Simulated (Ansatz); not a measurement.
Born–Oppenheimer molecular dynamics of C3H10OSi (15 atoms, charge 0, multiplicity 1). It goes on from the last frame of an earlier run, with new velocities.

All numbers below come from Ansatz, RKS r2SCAN-D4/6-31G.

| Property | Result |
| --- | --- |
| ensemble | NVT, Langevin thermostat |
| time step | 0.5 fs |
| steps asked | 100 |
| set temperature | 100 K |
| friction | 0.005 /fs |
| seed | 929459 |

Frames 1 fs apart, positions in Å, forces in eV/Å.

Velocities at 15 fs (Å/ps):

```
Si 5.33 1.59 0.42
O -2.98 -7.62 -0.78
C 1.01 3.83 -3.05
H 17.45 8.20 7.95
H 7.07 5.57 -6.21
H 7.21 1.64 19.81
C -9.41 -0.04 -1.34
H -0.67 21.65 11.49
H -10.28 14.94 -1.43
H 2.26 -13.97 11.55
C 2.01 -2.47 -1.24
H 7.04 -7.93 17.16
H 2.61 8.86 13.22
H -30.26 -19.62 -7.29
H -4.78 -6.47 2.79
```

```xyz
15
Properties=species:S:1:pos:R:3:forces:R:3 time_fs=15 energy_less_start_eV=-0.246 T=210
Si -0.129 0.193 0.014 0.00 0.46 -0.30
O -0.244 0.321 1.776 0.53 0.36 -1.99
C -0.964 -0.662 2.511 -1.64 1.18 0.92
H -1.813 -1.123 1.956 0.55 -0.07 0.08
H -0.290 -1.393 2.922 0.19 -0.59 0.30
H -1.424 -0.021 3.297 0.11 -0.97 0.18
C 1.650 -0.057 -0.479 0.79 0.42 -0.34
H 2.021 -0.944 -0.006 0.51 -0.61 0.66
H 1.799 -0.243 -1.538 -0.39 0.00 -0.57
H 2.320 0.789 -0.261 -0.25 -0.11 0.34
C -0.831 1.753 -0.881 0.50 -0.49 0.65
H -1.875 1.718 -0.690 -1.45 0.10 -0.22
H -0.511 2.716 -0.515 0.55 0.30 0.66
H -0.623 1.792 -1.940 -0.02 -0.49 -0.56
H -0.889 -1.092 -0.400 0.04 0.52 0.19
15
Properties=species:S:1:pos:R:3:forces:R:3 time_fs=16 energy_less_start_eV=-0.269 T=220
Si -0.123 0.195 0.014 -0.33 0.34 -0.25
O -0.246 0.313 1.774 0.68 0.66 -2.11
C -0.964 -0.657 2.509 -1.16 1.16 1.64
H -1.793 -1.115 1.964 0.01 -0.32 -0.20
H -0.281 -1.390 2.918 0.08 -0.51 0.26
H -1.417 -0.025 3.318 0.18 -1.05 -0.10
C 1.641 -0.057 -0.480 1.05 0.52 -0.32
H 2.024 -0.925 0.009 0.49 -0.85 0.58
H 1.787 -0.229 -1.543 -0.35 -0.07 -0.48
H 2.322 0.775 -0.249 -0.28 0.05 0.26
C -0.829 1.750 -0.882 0.34 -0.10 0.85
H -1.875 1.710 -0.674 -1.25 0.12 -0.20
H -0.507 2.725 -0.500 0.40 -0.20 0.29
H -0.654 1.770 -1.951 0.05 -0.36 -0.40
H -0.893 -1.096 -0.396 0.10 0.60 0.20
15
Properties=species:S:1:pos:R:3:forces:R:3 time_fs=17 energy_less_start_eV=-0.291 T=229
Si -0.118 0.196 0.014 -0.65 0.25 -0.18
O -0.249 0.306 1.772 0.79 0.93 -2.14
C -0.964 -0.652 2.508 -0.45 0.85 2.21
H -1.773 -1.111 1.970 -0.53 -0.55 -0.48
H -0.273 -1.393 2.917 -0.14 -0.30 0.12
H -1.408 -0.039 3.338 0.15 -0.95 -0.23
C 1.633 -0.057 -0.482 1.39 0.29 -0.27
H 2.031 -0.914 0.027 0.32 -0.79 0.31
H 1.771 -0.216 -1.553 -0.28 -0.12 -0.24
H 2.321 0.760 -0.234 -0.27 0.25 0.17
C -0.826 1.748 -0.882 -0.18 0.19 0.91
H -1.887 1.704 -0.661 -0.64 0.16 -0.25
H -0.500 2.732 -0.483 0.25 -0.62 -0.08
H -0.685 1.745 -1.965 0.12 -0.21 -0.05
H -0.897 -1.094 -0.391 0.13 0.62 0.18
15
Properties=species:S:1:pos:R:3:forces:R:3 time_fs=18 energy_less_start_eV=-0.288 T=229
Si -0.113 0.198 0.014 -0.96 0.19 -0.09
O -0.251 0.299 1.768 0.87 1.17 -2.08
C -0.965 -0.646 2.508 0.12 0.26 2.41
H -1.758 -1.112 1.969 -0.82 -0.65 -0.58
H -0.267 -1.400 2.917 -0.33 -0.06 -0.03
H -1.397 -0.061 3.354 0.04 -0.69 -0.21
C 1.625 -0.056 -0.485 1.78 -0.14 -0.17
H 2.041 -0.909 0.048 0.07 -0.53 -0.08
H 1.754 -0.204 -1.566 -0.21 -0.15 0.08
H 2.317 0.748 -0.218 -0.23 0.44 0.07
C -0.824 1.745 -0.882 -0.81 0.31 0.84
H -1.905 1.700 -0.650 0.05 0.20 -0.30
H -0.492 2.734 -0.466 0.13 -0.88 -0.38
H -0.716 1.720 -1.980 0.19 -0.05 0.37
H -0.899 -1.087 -0.383 0.13 0.58 0.14
15
Properties=species:S:1:pos:R:3:forces:R:3 time_fs=19 energy_less_start_eV=-0.264 T=214
Si -0.108 0.199 0.013 -1.25 0.19 0.01
O -0.252 0.294 1.763 0.92 1.34 -1.90
C -0.965 -0.640 2.510 0.34 -0.51 2.11
H -1.750 -1.118 1.962 -0.78 -0.55 -0.45
H -0.266 -1.407 2.916 -0.42 0.10 -0.14
H -1.387 -0.091 3.368 -0.13 -0.31 -0.06
C 1.619 -0.055 -0.487 2.15 -0.56 -0.01
H 2.051 -0.908 0.067 -0.20 -0.22 -0.47
H 1.736 -0.195 -1.577 -0.11 -0.16 0.36
H 2.311 0.740 -0.201 -0.20 0.55 -0.04
C -0.823 1.743 -0.880 -1.39 0.22 0.69
H -1.925 1.696 -0.642 0.67 0.23 -0.33
H -0.482 2.727 -0.453 0.05 -0.90 -0.56
H -0.745 1.695 -1.992 0.27 0.10 0.73
H -0.901 -1.074 -0.373 0.08 0.46 0.08
15
Properties=species:S:1:pos:R:3:forces:R:3 time_fs=20 energy_less_start_eV=-0.232 T=197
Si -0.104 0.200 0.013 -1.48 0.22 0.10
O -0.253 0.288 1.756 0.91 1.45 -1.62
C -0.965 -0.634 2.514 0.27 -1.34 1.42
H -1.749 -1.129 1.950 -0.48 -0.27 -0.13
H -0.271 -1.414 2.914 -0.39 0.17 -0.20
H -1.377 -0.123 3.380 -0.33 0.12 0.17
C 1.615 -0.055 -0.489 2.45 -0.84 0.19
H 2.060 -0.909 0.082 -0.42 0.04 -0.79
H 1.717 -0.187 -1.586 0.00 -0.17 0.53
H 2.304 0.736 -0.184 -0.19 0.58 -0.17
C -0.823 1.741 -0.878 -1.78 -0.04 0.52
H -1.937 1.696 -0.636 1.02 0.25 -0.32
H -0.472 2.712 -0.446 0.05 -0.69 -0.62
H -0.770 1.671 -1.997 0.36 0.22 0.91
H -0.902 -1.056 -0.362 0.01 0.29 0.00
15
Properties=species:S:1:pos:R:3:forces:R:3 time_fs=21 energy_less_start_eV=-0.207 T=181
Si -0.100 0.201 0.012 -1.65 0.26 0.16
O -0.253 0.284 1.749 0.84 1.47 -1.23
C -0.965 -0.629 2.518 0.04 -2.03 0.60
H -1.753 -1.141 1.937 -0.08 0.08 0.26
H -0.278 -1.419 2.910 -0.28 0.17 -0.23
H -1.372 -0.155 3.394 -0.48 0.50 0.35
C 1.613 -0.055 -0.491 2.60 -0.88 0.43
H 2.065 -0.908 0.090 -0.52 0.15 -0.96
H 1.699 -0.180 -1.589 0.12 -0.17 0.53
H 2.295 0.738 -0.169 -0.20 0.54 -0.30
C -0.824 1.738 -0.875 -1.93 -0.41 0.35
H -1.939 1.699 -0.633 1.06 0.23 -0.24
H -0.461 2.691 -0.446 0.13 -0.31 -0.56
H -0.791 1.651 -1.994 0.45 0.31 0.92
H -0.904 -1.036 -0.352 -0.08 0.09 -0.08
15
Properties=species:S:1:pos:R:3:forces:R:3 time_fs=22 energy_less_start_eV=-0.198 T=176
Si -0.096 0.203 0.012 -1.78 0.29 0.17
O -0.252 0.282 1.741 0.72 1.43 -0.76
C -0.964 -0.626 2.523 -0.24 -2.40 -0.10
H -1.758 -1.152 1.926 0.24 0.36 0.57
H -0.287 -1.422 2.905 -0.10 0.08 -0.20
H -1.372 -0.183 3.409 -0.54 0.77 0.40
C 1.613 -0.056 -0.493 2.56 -0.70 0.66
H 2.065 -0.906 0.090 -0.50 0.12 -0.98
H 1.682 -0.175 -1.588 0.24 -0.17 0.39
H 2.283 0.746 -0.155 -0.21 0.42 -0.42
C -0.827 1.736 -0.871 -1.83 -0.86 0.25
H -1.931 1.706 -0.631 0.80 0.21 -0.10
H -0.449 2.667 -0.452 0.27 0.21 -0.41
H -0.808 1.633 -1.982 0.53 0.35 0.69
H -0.908 -1.017 -0.341 -0.16 -0.09 -0.16
15
Properties=species:S:1:pos:R:3:forces:R:3 time_fs=23 energy_less_start_eV=-0.203 T=181
Si -0.093 0.205 0.011 -1.85 0.27 0.15
O -0.252 0.280 1.732 0.58 1.32 -0.26
C -0.964 -0.625 2.528 -0.52 -2.40 -0.50
H -1.761 -1.160 1.920 0.39 0.54 0.74
H -0.298 -1.423 2.897 0.13 -0.06 -0.13
H -1.377 -0.204 3.427 -0.47 0.87 0.23
C 1.615 -0.057 -0.495 2.32 -0.37 0.83
H 2.060 -0.902 0.081 -0.35 -0.05 -0.86
H 1.667 -0.170 -1.583 0.35 -0.17 0.14
H 2.270 0.758 -0.146 -0.20 0.28 -0.50
C -0.831 1.732 -0.867 -1.41 -1.18 0.33
H -1.914 1.714 -0.629 0.24 0.19 0.10
H -0.434 2.645 -0.462 0.42 0.67 -0.25
H -0.820 1.619 -1.963 0.58 0.33 0.20
H -0.915 -1.001 -0.332 -0.22 -0.24 -0.23
15
Properties=species:S:1:pos:R:3:forces:R:3 time_fs=24 energy_less_start_eV=-0.211 T=174
Si -0.091 0.207 0.011 -1.89 0.20 0.09
O -0.251 0.279 1.724 0.43 1.18 0.25
C -0.965 -0.626 2.533 -0.70 -2.09 -0.58
H -1.759 -1.163 1.923 0.36 0.59 0.74
H -0.308 -1.425 2.889 0.36 -0.20 -0.02
H -1.384 -0.216 3.445 -0.29 0.83 -0.09
C 1.619 -0.058 -0.496 1.90 0.07 0.86
H 2.051 -0.898 0.064 -0.10 -0.36 -0.58
H 1.656 -0.167 -1.577 0.43 -0.16 -0.15
H 2.255 0.771 -0.141 -0.13 0.18 -0.54
C -0.836 1.728 -0.863 -0.75 -1.22 0.55
H -1.897 1.725 -0.627 -0.43 0.18 0.31
H -0.416 2.630 -0.475 0.46 0.88 -0.16
H -0.826 1.607 -1.941 0.60 0.26 -0.38
H -0.924 -0.987 -0.325 -0.24 -0.34 -0.28
15
Properties=species:S:1:pos:R:3:forces:R:3 time_fs=25 energy_less_start_eV=-0.222 T=180
Si -0.089 0.210 0.010 -1.93 0.03 0.00
O -0.249 0.278 1.715 0.27 1.01 0.73
C -0.966 -0.628 2.536 -0.74 -1.56 -0.43
H -1.755 -1.160 1.932 0.16 0.51 0.58
H -0.315 -1.428 2.880 0.54 -0.32 0.09
H -1.392 -0.219 3.461 -0.06 0.71 -0.47
C 1.625 -0.058 -0.496 1.36 0.50 0.68
H 2.042 -0.898 0.042 0.19 -0.71 -0.23
H 1.648 -0.167 -1.572 0.47 -0.12 -0.36
H 2.238 0.785 -0.142 0.00 0.10 -0.52
C -0.842 1.722 -0.858 -0.04 -0.95 0.79
H -1.886 1.738 -0.621 -0.95 0.19 0.46
H -0.393 2.623 -0.488 0.37 0.78 -0.16
H -0.827 1.598 -1.923 0.56 0.18 -0.85
H -0.937 -0.978 -0.320 -0.20 -0.36 -0.30
15
Properties=species:S:1:pos:R:3:forces:R:3 time_fs=26 energy_less_start_eV=-0.248 T=196
Si -0.088 0.212 0.010 -1.97 -0.21 -0.11
O -0.247 0.278 1.707 0.11 0.83 1.16
C -0.969 -0.631 2.539 -0.51 -1.01 -0.16
H -1.749 -1.151 1.947 -0.19 0.31 0.28
H -0.318 -1.433 2.871 0.60 -0.32 0.18
H -1.401 -0.216 3.473 0.17 0.56 -0.76
C 1.631 -0.059 -0.496 0.84 0.81 0.35
H 2.035 -0.904 0.017 0.44 -0.96 0.10
H 1.644 -0.168 -1.571 0.48 -0.05 -0.43
H 2.221 0.799 -0.148 0.17 0.04 -0.46
C -0.848 1.716 -0.853 0.49 -0.40 0.86
H -1.885 1.753 -0.610 -1.09 0.20 0.49
H -0.368 2.624 -0.503 0.11 0.39 -0.25
H -0.823 1.590 -1.915 0.47 0.13 -0.96
H -0.952 -0.972 -0.318 -0.12 -0.32 -0.30
```

Of the whole run (50 fs, mean temperature of the second half 208 K): The mean temperature of the second half is 108 % above the set value. A run of 0.05 ps of so small a system gives no equilibrium averages. Limits of this set-up: no polarisation functions.

Run time: 12 min on 1 thread of Arm Neoverse V2, on a shared host, peak memory 0.15 GiB.
